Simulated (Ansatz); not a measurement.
Correlation energies of C2H9BSi2 (`C=CB[SiH2][SiH3]`) by basis set

```json
{"atom": "C1", "x (Å)": "2.606", "y (Å)": "-1.103", "z (Å)": "0.895"}
{"atom": "C2", "x (Å)": "1.534", "y (Å)": "-0.970", "z (Å)": "0.102"}
{"atom": "B3", "x (Å)": "0.143", "y (Å)": "-0.730", "z (Å)": "0.705"}
{"atom": "Si4", "x (Å)": "-1.499", "y (Å)": "-0.426", "z (Å)": "-0.399"}
{"atom": "Si5", "x (Å)": "-1.598", "y (Å)": "1.896", "z (Å)": "-0.751"}
{"atom": "H6", "x (Å)": "2.508", "y (Å)": "-1.035", "z (Å)": "1.974"}
{"atom": "H7", "x (Å)": "3.607", "y (Å)": "-1.282", "z (Å)": "0.508"}
{"atom": "H8", "x (Å)": "1.690", "y (Å)": "-1.048", "z (Å)": "-0.973"}
{"atom": "H9", "x (Å)": "0.067", "y (Å)": "-0.647", "z (Å)": "1.900"}
{"atom": "H10", "x (Å)": "-2.768", "y (Å)": "-0.831", "z (Å)": "0.269"}
{"atom": "H11", "x (Å)": "-1.450", "y (Å)": "-1.066", "z (Å)": "-1.747"}
{"atom": "H12", "x (Å)": "-1.662", "y (Å)": "2.618", "z (Å)": "0.549"}
{"atom": "H13", "x (Å)": "-0.383", "y (Å)": "2.355", "z (Å)": "-1.478"}
{"atom": "H14", "x (Å)": "-2.794", "y (Å)": "2.267", "z (Å)": "-1.555"}
```

Charge 0, multiplicity 1. Geometry: relaxed with PBE0-D4/def2-TZVP. It is one conformer, not always the lowest. Frozen core, restricted reference, the Gaussian-basis code of Ansatz. CBS rows extrapolate triple and quadruple zeta; past MP2 they add the triple-zeta difference.

```json
{"basis": "def2-TZVPP", "HF (Eh)": "-683.53782", "MP2 corr.": "-0.67311", "CCSD corr.": "-0.74727", "(T)": "-0.03121", "CCSD(T) total": "-684.31630"}
{"basis": "def2-QZVPP", "HF (Eh)": "-683.56016", "MP2 corr.": "-0.71784", "CCSD corr.": "–", "(T)": "–", "CCSD(T) total": "–"}
{"basis": "CBS(def2)", "HF (Eh)": "-683.56323", "MP2 corr.": "-0.75097", "CCSD corr.": "-0.82512", "(T)": "as TZ", "CCSD(T) total": "-684.41956"}
```
